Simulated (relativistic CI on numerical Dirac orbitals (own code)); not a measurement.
Exchange splitting of the 4s photoelectron line of Rh⁶⁺

Problem. Rh⁶⁺ ([Kr] 4d3) has the spin S = 3/2. The exchange integral with a hole in 4s, calculated from Dirac-KLI orbitals and scaled by 0.8, is G^2(4s,4d) = 8.830 eV, with l = 2 the orbital momentum of the open shell. Find the splitting and the intensity ratio of the 4s line.

Working.
1. The electron left in 4s couples its spin to S, giving S + ½ = 2 and S − ½ = 1.
2. Van Vleck's theorem gives ΔE = (2S + 1) G^l/(2l + 1) = 4 × 8.830/5 = 7.06 eV, with the high-spin state at lower binding energy.
3. The intensities follow the multiplicities, (2S + 2) : 2S = (S + 1) : S = 1.67.

Check. The full multiplet calculation with spin-orbit coupling puts the centres of the two groups of its strongest lines 6.98 eV apart. Measured splittings are much smaller, often about half, when hole and open shell share n, because correlation inside the n = 4 shell lowers the low-spin state; the low-spin line also loses weight to satellites, so measured ratios exceed (S + 1)/S. The splitting still grows with S and serves to read the spin state.
